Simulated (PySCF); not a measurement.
Vibration and rotation of CoSi⁺

ROHF constants of CoSi⁺, ³Δ (triplet), unpaired electrons σ ↑, δ ↑ (PySCF, no relativity, basis sets Co def2-TZVPPD, Si def2-TZVPPD; masses 58.9332 and 27.9769 u):

```
ωe              : 232.2 cm⁻¹
ωexe            : 0.926 cm⁻¹
Be              : 0.13666 cm⁻¹
αe              : 0.000950 cm⁻¹
D (centrifugal) : 1.89e-07 cm⁻¹
```

Give the vibrational terms G(v) and spacings up to v = 3.

G(v) = ωe(v+½) − ωexe(v+½)².

| v | G(v) (cm⁻¹) | G(v) − G(v−1) | Bv (cm⁻¹) |
| --- | --- | --- | --- |
| 0 | 116 |  | 0.1362 |
| 1 | 346 | 230 | 0.1352 |
| 2 | 575 | 228 | 0.1343 |
| 3 | 801 | 227 | 0.1333 |

Hartree–Fock leaves out correlation, which carries a large part of most bond energies and some tenths to 1 eV of ionisation energies. With d or f electrons several states lie close, and the lowest PBE0 determinant need not be the measured ground state.
